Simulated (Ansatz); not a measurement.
`[SH][Cu]`. Charge 0, multiplicity 1. Correlated methods include outer-core shells of Cu, which these sets cover unevenly. Scalar relativity is left out up to krypton.

```csv
atom,x (Å),y (Å),z (Å)
S1,-0.098,-0.315,0.742
Cu2,0.887,-0.467,-1.126
H3,-0.790,0.782,0.383
```

Q: Give the diagnostics of a CCSD(T)/def2-TZVPP run (frozen core, the Gaussian-basis code of Ansatz). (Estimate.)

A: The calculation gave: T1 = 0.0272, largest single amplitude 0.080, largest double 0.038, (T) share of the correlation energy 3.3 %, 16 CCSD cycles. The RHF solution is stable towards an unrestricted one. T1 lies over the customary mark of 0.02 for closed shells; compounds of d metals often pass it without a breakdown.
